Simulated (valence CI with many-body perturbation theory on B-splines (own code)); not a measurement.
Yb39+ in brief

Level of theory: valence CI with perturbative core correlation (CI+MBPT): three valence electrons over a frozen Dirac-Fock core [Ar] 3d10, radial functions for each j: 9 s, 9 p, 8 d, 6 f, 3 g, 1 h, with the one-electron correlation potential Σ1 (screened to all orders), the two-electron term Σ2, the three-electron term Σ3, Breit, model QED; selected single and double excitations, second order for the rest, scaled by the run's own slope (own B-spline code, finite nucleus).

No measured spectrum was set against this ion. As an estimate, large intervals hold to a few tenths of a per cent, small ones and those within an open d or f shell to about a per cent.

Levels are named by their leading jj configuration (3d3/2^4 stands for four electrons in 3d with j = 3/2), which in mixed levels can hold well under half, so a name can repeat and another be missing.

Rates and lifetimes use the calculated energies. Strong lines usually hold to 10 to 20 %, long lifetimes can be off by a factor of two.

(1) What is the ground level?

(2) What are the static dipole polarisabilities of the lowest levels?

(3) Among levels below 395.11 eV, which E1 lines absorb most strongly from the ground level?

(4) How well does LS coupling describe the low levels?

(5) What is the ionisation energy?

Answers

(1) (4s^2 4p1/2) J=1/2, composition 99 % 4s2.4p 2P°, g = 0.660.

(2) (4s^2 4p1/2) J=1/2 0.0435 bohr³, of which the core gives 0.00280.

(3) to (4s^2 4d3/2) J=3/2 at 5.666 nm, f = 0.811; to (4s 4p1/2 4p3/2) J=3/2 at 7.452 nm, f = 0.384; to (4s 4p1/2 4p3/2) J=1/2 at 7.334 nm, f = 0.379.

(4) Among the lowest 20 levels the leading LS term, summed over configurations, holds 66 % on average. For single configurations the figures are 64 % in LS and 91 % in jj coupling. Terms mix most in the J = 5/2 level at 309.64 eV, where the leading one holds 31 %.

(5) 1847 eV; NIST lists 1845 ± 4 eV (theoretical).
